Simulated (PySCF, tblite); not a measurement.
Isomers of C3H4Cl2OSi, one GFN2-xTB conformer each. Single-point energies are computed at PBE0/pcSseg-1 (PySCF, gas phase, no added dispersion term), electronic only.

Question: Rank them by PBE0/pcSseg-1 energy, lowest first (kJ/mol).
A. `[Cl:1][CH2:2][Si@:3]1([Cl:4])[CH:5]=[CH:6][O:7]1` with Cl1–C2–Si3–Cl4 59°
B. `C=C1O[Si@@H](Cl)[C@@H]1Cl`
C. `[O:1]=[C:2]([Cl:3])/[CH:4]=[C:5](/[SiH3:6])[Cl:7]` with O1–C2–C4–C5 0°
D. `[O:1]=[C:2]([Cl:3])/[C:4]([SiH3:5])=[CH:6]\[Cl:7]` with O1–C2–C4–Si5 -174°

Answer: A (0.0), B (5.3), C (180.2), D (183.7).

As drawn, the lowest has a four-membered ring and an Si–O bond, which the highest lacks; the highest has a C=O bond, which the lowest lacks. Neighbours under 10 kJ/mol apart (ClC[Si@]1(Cl)C=CO1 and C=C1O[Si@@H](Cl)[C@@H]1Cl; O=C(Cl)/C=C(/[SiH3])Cl and O=C(Cl)/C([SiH3])=C\Cl) can change places with a better method, another conformer or zero-point energy. GFN2-xTB itself gives, in the same order: 102.3, 0.0, 170.9, 165.7. GFN2-xTB puts C=C1O[Si@@H](Cl)[C@@H]1Cl lowest instead; measured from each level's own lowest isomer, the values differ by up to 102.3 kJ/mol (ClC[Si@]1(Cl)C=CO1: 102.3 against 0.0).

Q: Which frontier levels, dipoles and rotational constants go with these structures?

A: 
| SMILES | HOMO (eV, PBE0/pcSseg-1) | LUMO (eV) | dipole (D) | A, B, C (MHz) |
| --- | --- | --- | --- | --- |
| ClC[Si@]1(Cl)C=CO1 | -7.17 | -0.57 | 1.72 | 2119, 1096, 838.1 |
| C=C1O[Si@@H](Cl)[C@@H]1Cl | -7.19 | -0.52 | 0.84 | 2448, 983.4, 762.0 |
| O=C(Cl)/C=C(/[SiH3])Cl | -8.24 | -2.71 | 4.12 | 2575, 775.4, 600.1 |
| O=C(Cl)/C([SiH3])=C\Cl | -8.40 | -2.65 | 3.20 | 2171, 1025, 703.8 |

Q: What happens when harmonic zero-point energies from GFN2-xTB frequencies are added?

A: 
```json
{"SMILES": "ClC[Si@]1(Cl)C=CO1", "ZPE (kJ/mol)": "169.7", "electronic (kJ/mol)": "0.0", "with ZPE (kJ/mol)": "0.0"}
{"SMILES": "C=C1O[Si@@H](Cl)[C@@H]1Cl", "ZPE (kJ/mol)": "165.7", "electronic (kJ/mol)": "5.3", "with ZPE (kJ/mol)": "1.4"}
{"SMILES": "O=C(Cl)/C=C(/[SiH3])Cl", "ZPE (kJ/mol)": "147.2", "electronic (kJ/mol)": "180.2", "with ZPE (kJ/mol)": "157.8"}
{"SMILES": "O=C(Cl)/C([SiH3])=C\\Cl", "ZPE (kJ/mol)": "148.7", "electronic (kJ/mol)": "183.7", "with ZPE (kJ/mol)": "162.7"}
```

The zero-point energies span 22.5 kJ/mol. The order is unchanged.
